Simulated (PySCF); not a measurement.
Computed IR spectrum (relative IR intensity) of a molecule C3H6BFO2. Geometry: PBE-D3(BJ)/def2-SVP. One conformer was computed; it need not be the lowest. These are PBE-D3(BJ)/def2-SVP (PySCF 2.14.0) values and carry that method's errors. Harmonic, unscaled wavenumbers; measured fundamentals usually lie a few per cent lower.

```
ν (cm⁻¹)  relative intensity
--------  ------------------
126                      2.0
350                      3.3
538                      9.1
547                       28
693                       14
730                      4.1
816                       14
909                      5.1
967                       32
1065                     8.4
1169                     5.6
1207                      44
1335                      14
1381                     100
1406                     2.4
1417                      29
1433                      28
1623                      22
2921                      12
2991                      11
3082                     4.0
3736                      25
```

Question: Pick the molecule that these values belong to.
(A) O[C@@H]1C[C@H](O)B1F
(B) OB(O)[C@@H]1C[C@@H]1F
(C) C=C(OC)B(O)F
(D) OB1[C@@H](O)C[C@@H]1F

Answer: C, C=C(OC)B(O)F
